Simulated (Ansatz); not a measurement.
C2H11InOSi, SMILES `[CH3][InH-]([CH3])[OH+][SiH3]`, relaxed with RKS PBE0-D4/def2-TZVP in Ansatz 0.2.0 from a PBE-D4/def2-SVP geometry. The force threshold is 0.005 eV/Å; the program also tests the step.

The species carries charge 0 and has multiplicity 1. In takes the def2 core potential.

Start:

```xyz
16

C     1.237   -2.269   -0.049
In    0.918   -0.356    0.969
C    -1.061    0.126    1.799
O     0.606    1.061   -1.034
Si   -0.916    1.486   -1.692
H     0.306   -2.609   -0.545
H     1.542   -3.046    0.681
H     2.039   -2.178   -0.808
H     2.298    0.650    1.430
H    -1.174   -0.344    2.797
H    -1.873   -0.264    1.151
H    -1.193    1.219    1.923
H     1.275    1.768   -0.972
H    -1.621    2.493   -0.828
H    -1.673    0.199   -1.757
H    -0.712    2.064   -3.065
```

```
step  energy (eV)  largest force (eV/Å)  largest move (Å)
   1  -17346.3263                 0.780             0.000
   2  -17346.3912                 0.503             0.051
   3  -17346.4018                 0.189             0.025
   4  -17346.4029                 0.044             0.014
   5  -17346.4034                 0.034             0.006
   6  -17346.4037                 0.018             0.024
   7  -17346.4039                 0.014             0.020
   8  -17346.4040                 0.011             0.018
   9  -17346.4041                 0.011             0.015
  10  -17346.4042                 0.014             0.042
  11  -17346.4042                 0.012             0.008
  12  -17346.4042                 0.008             0.007
  13  -17346.4042                 0.004             0.004
```

End:

```xyz
16

C     1.209   -2.218   -0.076
In    0.897   -0.361    0.986
C    -1.047    0.088    1.834
O     0.574    1.096   -0.993
Si   -0.886    1.474   -1.711
H     0.298   -2.527   -0.592
H     1.488   -3.013    0.620
H     2.012   -2.116   -0.808
H     2.265    0.621    1.448
H    -1.115   -0.317    2.847
H    -1.852   -0.358    1.245
H    -1.211    1.165    1.899
H     1.254    1.773   -0.959
H    -1.581    2.541   -0.950
H    -1.658    0.215   -1.691
H    -0.645    1.936   -3.101
```

It took 94 s on 4 threads of an Arm Neoverse V2 on a shared host, with 0.85 GiB of host memory at the peak.
